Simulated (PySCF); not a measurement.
PySCF job for Bi(F)3 cation (BiF3), SMILES [F][Bi]([F])[F] (connectivity only; charge and spin as stated), charge +1, multiplicity 2, IEF-PCM-ωB97X/def2-SVP. The structure is a stationary point at r2SCAN-D4/def2-SVP. The multiplicity is an assumed one; other spin states were not compared. The isomer is the one that the SMILES or the coordinates give; other isomers of the formula were not compared. The def2 effective core potentials stand for the cores of Bi; spin–orbit coupling is left out.

```python
import numpy as np
from pyscf import gto, scf, dft
from pyscf.solvent import pcm

mol = gto.M(
    atom='''
    Bi   -0.00000000    0.00000000    0.20441720
    F     1.59263762   -0.91950976   -0.62839361
    F    -1.59263761   -0.91950976   -0.62839361
    F    -0.00000001    1.83901951   -0.62839362
    ''',
    basis='def2-SVP',
    ecp={'Bi': 'def2-svp'},
    charge=1,
    spin=1,
    max_memory=1600,
    verbose=3,
)
mf = dft.UKS(mol, xc='wb97x').density_fit(auxbasis='def2-universal-jkfit')
mf.grids.level = 3
mf.conv_tol = 1e-9
mf.max_cycle = 100
mf.kernel()
fine, coarse = mf.grids, dft.Grids(mol).set(level=1).build(with_non0tab=True)
for _ in range(3):  # follow internal instabilities
    mf.grids = coarse
    mo, _, stable, _ = mf.stability(return_status=True, nroots=4)
    mf.grids = fine
    if stable:
        break
    mf.kernel(mf.make_rdm1(mo, mf.mo_occ))
res = {}
for name, eps in {'water': 78.355, 'n-hexane': 1.8819, '1-octanol': 9.8629}.items():
    s = mf.PCM()
    s.with_solvent.method, s.with_solvent.eps, s.with_solvent.lebedev_order = 'IEF-PCM', eps, 29
    s.kernel(mf.make_rdm1())
    res[name] = (s.e_tot, eps, s.dip_moment(), s.mo_energy, s.converged)
    print(f'{name}: electrostatic solvation free energy {(s.e_tot - mf.e_tot) * 627.509474:.3f} kcal/mol')
```

Output:

```

WARN: HOMO -0.931351632055758 >= LUMO -0.931351632055751

converged SCF energy = -513.50528800411  <S^2> = 0.77541214  2S+1 = 2.0252527
<class 'pyscf.df.df_jk.DFUKS'> wavefunction is stable in the internal stability analysis

WARN: PCM is an experimental feature. It is still in testing.
Features and APIs may be changed in the future.

converged SCF energy = -513.626488395534  <S^2> = 0.77126785  2S+1 = 2.021156

WARN: System has nonzero charge 1; the dipole moment is origin-dependent.
Location of origin: [0. 0. 0.]

Dipole moment(X, Y, Z, Debye):  0.00000, -0.00216,  4.49615
water: electrostatic solvation free energy -76.054 kcal/mol

WARN: PCM is an experimental feature. It is still in testing.
Features and APIs may be changed in the future.

converged SCF energy = -513.559601690238  <S^2> = 0.77384172  2S+1 = 2.0237013

WARN: System has nonzero charge 1; the dipole moment is origin-dependent.
Location of origin: [0. 0. 0.]

Dipole moment(X, Y, Z, Debye):  0.00000, -0.00202,  3.87162
n-hexane: electrostatic solvation free energy -34.082 kcal/mol

WARN: PCM is an experimental feature. It is still in testing.
Features and APIs may be changed in the future.

converged SCF energy = -513.614328354058  <S^2> = 0.77179496  2S+1 = 2.0216775

WARN: System has nonzero charge 1; the dipole moment is origin-dependent.
Location of origin: [0. 0. 0.]

Dipole moment(X, Y, Z, Debye):  0.00000, -0.00269,  4.36191
1-octanol: electrostatic solvation free energy -68.424 kcal/mol
```

Self-consistency was reached.
